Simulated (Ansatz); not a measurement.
Basis sets compared for GeH2Me(OMe) (C₂H₈GeO). The state is a singlet with charge 0. Geometry PBE-D4/def2-SVP. Ansatz on 2 threads of Arm Neoverse V1 on a shared host; times are rough, and most runs start from earlier orbitals.

```xyz
12

C     1.138   -1.300    1.343
C    -0.770    0.986   -1.784
Ge   -0.141    0.049    0.751
O     0.035    0.092   -1.048
H     0.179    1.470    1.314
H    -1.616   -0.327    1.095
H     1.120   -1.391    2.447
H     2.158   -1.015    1.023
H     0.884   -2.280    0.898
H    -1.864    0.788   -1.665
H    -0.528    0.872   -2.862
H    -0.595    2.056   -1.513
```

Binding counts from free atoms (C triplet, Ge triplet, O triplet, H doublet) in the same basis, without a counterpoise term.

```tsv
level	functions	energy (Eh)	HOMO (eV)	LUMO (eV)	binding per atom (eV)	wall time
PBE-D4/def2-SVP	114	-2232.3667	-5.82	0.05	3.67	1.9 s
PBE0-D4/def2-SVP	114	-2232.4413	-7.44	0.93	3.62	2.3 s
```

Problem. Estimate the rows for PBE-D4/def2-TZVP (with forces), PBE0-D4/def2-TZVP.

Solution. 
```json
{"level": "PBE-D4/def2-TZVP (with forces)", "functions": "189", "energy (Eh)": "-2232.8120", "HOMO (eV)": "-6.02", "LUMO (eV)": "-0.22", "binding per atom (eV)": "3.65", "wall time": "4 s"}
{"level": "PBE0-D4/def2-TZVP", "functions": "189", "energy (Eh)": "-2232.8822", "HOMO (eV)": "-7.57", "LUMO (eV)": "0.65", "binding per atom (eV)": "3.60", "wall time": "5 s"}
```
